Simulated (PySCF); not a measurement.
Species: C3H9BO2.
Cartesian coordinates in Å at the GFN2-xTB level; atoms count from 1:
```xyz
15
C3H9BO2 angstrom
C     -0.3562    1.2353   -1.0186
C     -0.4181    0.3490    0.2318
C     -1.4685   -0.7490    0.0290
B      1.0247   -0.2752    0.5592
O      1.5638   -1.1575   -0.3158
O      1.6475    0.1144    1.6980
H     -1.3326    1.6698   -1.2249
H     -0.0500    0.6436   -1.8774
H      0.3600    2.0423   -0.8826
H     -0.7363    0.9733    1.0719
H     -1.1651   -1.4051   -0.7827
H     -2.4351   -0.3129   -0.2171
H     -1.5773   -1.3458    0.9315
H      2.4294   -1.5115   -0.1071
H      2.5096   -0.2628    1.8829
```

PySCF, density fitting, gas phase, GFN2-xTB geometry. The standard run uses grid level 2 after a coarse-grid start, the def2-universal JK fitting basis (with tight functions added where the orbital basis needs them), an energy threshold of 1e-9 Eh and DIIS. The changed runs have no coarse-grid stage.

**Question.** Standard PBE0/pcSseg-1: E = -294.775959 Eh, HOMO -8.254 eV, LUMO 0.634 eV, dipole 2.751 D, 12 cycles (coarse-grid cycles included). What changes at PBE0/pcSseg-1 with: grid level 0, at most 65 cycles?

**Answer.** E = -294.722250 Eh (+53.709 mEh), HOMO -8.248 eV (+0.006), LUMO 0.634 eV (0.000), dipole 2.770 D (+0.019), 10 SCF cycles. Of the changed settings only the grid enters the energy expression; the total energy moves by 34 kcal/mol. The setting was typed as a poor one on purpose.

The cycles:
```
cycle   1  E = -294.5693426534  dE =  6.285e-01  |g| = 8.945e-01  |ddm| = 3.178e+00
cycle   2  E = -294.4701373655  dE =  9.921e-02  |g| = 1.177e+00  |ddm| = 1.403e+00
cycle   3  E = -294.7214196635  dE = -2.513e-01  |g| = 6.224e-02  |ddm| = 8.114e-01
cycle   4  E = -294.7220488234  dE = -6.292e-04  |g| = 2.890e-02  |ddm| = 6.216e-02
cycle   5  E = -294.7222421879  dE = -1.934e-04  |g| = 5.745e-03  |ddm| = 2.587e-02
cycle   6  E = -294.7222494521  dE = -7.264e-06  |g| = 1.237e-03  |ddm| = 5.178e-03
cycle   7  E = -294.7222497793  dE = -3.271e-07  |g| = 2.714e-04  |ddm| = 1.032e-03
cycle   8  E = -294.7222497944  dE = -1.517e-08  |g| = 8.971e-05  |ddm| = 2.707e-04
cycle   9  E = -294.7222497964  dE = -1.943e-09  |g| = 1.491e-05  |ddm| = 9.042e-05
cycle  10  E = -294.7222497964  dE = -4.002e-11  |g| = 6.956e-06  |ddm| = 1.491e-05
```
